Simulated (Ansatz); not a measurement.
Cartesian coordinates in Å:
```
C 1.3813 -0.0597 2.1926
C 0.9322 -0.5008 1.0247
S 1.3958 0.1980 -0.5210
Si -0.4137 -0.1528 -1.6203
N -1.7959 0.7763 -1.2303
H 1.1135 -0.5707 3.1100
H 2.0311 0.8044 2.2677
H 0.2851 -1.3729 0.9745
H -0.7906 -1.5706 -1.3942
H -0.0134 0.1376 -3.0166
H -2.3383 0.5370 -0.4153
H -1.7872 1.7743 -1.3717
```

The species carries charge 0 and has multiplicity 1.

Question: List the B3LYP/def2-TZVPP orbital energies in eV (the Gaussian-basis code of Ansatz). (An estimate is asked.)

Answer: Ansatz gave: Occupied: -2417.63, -1799.53, -389.25, -277.77, -276.84, -215.65, -160.20, -160.11, -160.02, -143.97, -99.32, -99.28, -99.28, -23.44, -21.98, -19.21, -15.47, -14.65, -13.72, -12.86, -11.70, -11.04, -9.98, -9.72, -9.22, -8.21, -7.50, -6.34. Lowest empty: -0.41, 0.16, 0.61, 1.02, 1.63, 1.82, 2.12, 2.34.

B3LYP here is the variant with VWN-RPA as its local correlation; programs differ in this.
